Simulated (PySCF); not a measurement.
disilylmethane (CH₈Si₂), SMILES [SiH3]C[SiH3]. Heavy atoms are numbered as in [SiH3:1][CH2:2][SiH3:3]. Hydrogens are named by the atom that carries them.

Geometry optimised at PBE-D3(BJ)/def2-SVP.

These are PBE/pcSseg-1 (PySCF) values and carry that method's errors.

GIAO shieldings, no solvent; atoms alike by connectivity are averaged. δ = σ(ref) − σ: ²⁹Si against TMS (σ = 335.4 ppm); ¹³C against TMS (σ = 182.0 ppm); ¹H against TMS (σ = 31.49 ppm), references at their B3LYP-D3(BJ)/def2-TZVP geometries, non-relativistic.

```
nucleus       atoms  count  δ (ppm)
-------  ----------  -----  -------
²⁹Si     Si1 (SiH3)      2    -66.5
¹³C        C2 (CH2)      1    -11.7
¹H         H on Si1      6     4.52
¹H          H on C2      2     0.42
```
